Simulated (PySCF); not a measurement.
**Dipole response of Bi³⁺ (bismuth, charge +3)**

[Xe] 4f14 5d10 6s2, closed-shell 1S. Computed with PySCF 2.14 in aug-cc-pVQZ-PP with ECP60MDF (7s7p5d3f2g, 92 functions), with scalar relativity through the core potential. Coupled (time-dependent) response in atomic units; α is the mean over directions.

```
method  mean α (bohr³)  C₆ (like pair)  S(−4)
 B3LYP           9.780           57.37  25.13
```

S(−4) is the Cauchy moment in α(ω) = α(0) + S(−4) ω² + …

α(iu) at B3LYP:

| u (hartree) | α(iu) (bohr³) |
| --- | --- |
| 0 | 9.780 |
| 0.0500 | 9.718 |
| 0.100 | 9.538 |
| 0.200 | 8.900 |
| 0.300 | 8.061 |
| 0.500 | 6.401 |
| 0.750 | 4.868 |
| 1.00 | 3.854 |
| 1.50 | 2.642 |
| 2.00 | 1.941 |
| 3.00 | 1.167 |
| 5.00 | 0.5374 |

A single London oscillator, α(iu) = α/(1 + u²/ω²), gives C₆ = (3/4) ω α². Matching the computed C₆ needs ω = 4 × 57.37 / (3 × 9.780²) = 0.800 hartree.

For an ion, C₆ is the dispersion term alone; charge-induced terms of lower order in 1/R come first.

Energies and moments cover only the electrons outside the core potential. Spin-orbit coupling, which splits the p, d and f shells strongly at this Z, is absent.
